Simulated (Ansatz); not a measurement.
The cluster Pb₃⁻ (the lowest doublet isomer of a short search) was relaxed with PBE0-D4 (def2-SVPD) in Ansatz in these states: charge -1 doublet, charge -1 quartet. The geometries follow in no particular order.

In the def2 sets Pb takes a core potential; there is no spin–orbit coupling.

A:

```xyz
3

Pb   -0.0846    1.2181   -1.3659
Pb   -0.7498   -1.4659   -0.2460
Pb    0.8345    0.2478    1.6118
```

B:

| atom | x (Å) | y (Å) | z (Å) |
| --- | --- | --- | --- |
| Pb1 | -0.8848 | 1.1614 | 0.9860 |
| Pb2 | 0.0774 | 0.2703 | -1.6171 |
| Pb3 | 0.8074 | -1.4317 | 0.6312 |

**Question.** Judge from the bond lengths which geometry belongs to which state (an estimate).

**Answer.** A is the charge -1 quartet (Pb1–Pb3 3.264 Å, Pb2–Pb3 2.983 Å, Pb1–Pb2 2.983 Å); B is the charge -1 doublet (Pb1–Pb3 3.117 Å, Pb2–Pb3 2.913 Å, Pb1–Pb2 2.915 Å).

At PBE0-D4/def2-SVPD the charge -1 quartet is spin-contaminated (final ⟨S²⟩ up to 3.93, 3.75 for a pure state). At PBE0-D4/def2-SVPD the highest occupied level of the charge -1 quartet lies above zero (up to 0.35 eV). It is a level of α spin, whose loss leaves a triplet; that state wasn't run at this geometry and level. The electron is either unbound and held by the finite basis, or the level is raised by self-interaction error. At PBE0-D4/def2-TZVPD a doublet lies 0.91 eV below the charge -1 quartet. These are the stationary points nearest to one start from a short search; other shapes may lie lower in each state.
